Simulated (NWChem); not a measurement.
System: GaNH₂BrCl; SMILES [NH2][Ga]([Cl])[Br]

```xyz
6

Ga    -0.3382     0.5110    -0.0206
Cl     1.1944     2.0304     0.0145
Br     0.2837    -1.7035     0.0070
N     -2.0877     0.9995     0.0758
H     -2.7964     0.3253    -0.1888
H     -2.3400     1.9442    -0.1911
```
Atoms are numbered in this order, from 1.

Computed with NWChem. Coordinates come from a B3LYP/6-31G* (spherical d) optimisation.

**Question.** Among these, which level gives the highest value of “highest occupied level (eV)”?
A) Hartree-Fock/pcseg-2
B) Hartree-Fock/aug-pcseg-1
C) Hartree-Fock/STO-3G
D) Hartree-Fock/pcseg-1

**Answer.** C, Hartree-Fock/STO-3G. Values: Hartree-Fock/pcseg-1 -11.52; Hartree-Fock/aug-pcseg-1 -11.52; Hartree-Fock/pcseg-2 -11.48; Hartree-Fock/STO-3G -8.36
